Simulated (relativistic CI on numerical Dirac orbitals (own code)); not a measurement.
Rh3+: 4s photoemission

Computed with this model: Dirac-Coulomb-Breit CI, KLI orbitals optimised for each configuration, QED by a radiative potential, multiplet model of photoemission in the sudden approximation, unscaled Slater integrals; configurations [Kr] 4d6 → [Ar] 3d10 4s 4p6 4d6; 80 K; Lorentzian 2 eV and Gaussian 0.6 eV FWHM. Energies are those of the free ion, without screening or charge transfer. The energies are binding energies and can lie tens of eV above those of solids. Without intra-shell correlation the exchange splitting of an s hole comes out too large, often by half or more. S is read from ⟨S²⟩ = S(S + 1).

Field parameters in Wybourne normalisation: D4h B²₀ = −7Ds, B⁴₀ = 21(Dq − Dt), B⁴₄ = 21√(5/14) Dq. The field is a parameter set, without covalency.

free ion: ground-state S = 1.99, centroid 134.45 eV. Peaks (eV, height): 130.6 (100), 140.4 (65).

D4h, 10Dq = 33800, Ds = -1500, Dt = 760 cm⁻¹: ground-state S = 0.05, centroid 134.74 eV. Peaks (eV, height): 134.6 (100).

Strongest unbroadened transitions for free ion:

| Energy (eV) | Relative strength |
| --- | --- |
| 130.55 | 100.0 |
| 130.73 | 8.4 |
| 135.20 | 0.0 |
| 135.27 | 0.0 |
| 135.50 | 0.1 |
| 135.55 | 0.3 |
| 136.02 | 0.0 |
| 136.08 | 0.0 |
| 136.78 | 0.0 |
| 138.72 | 0.1 |
| 139.36 | 0.2 |
| 140.31 | 68.6 |
| 140.43 | 0.2 |
| 141.50 | 2.1 |
| 141.91 | 0.1 |
| 142.36 | 0.0 |
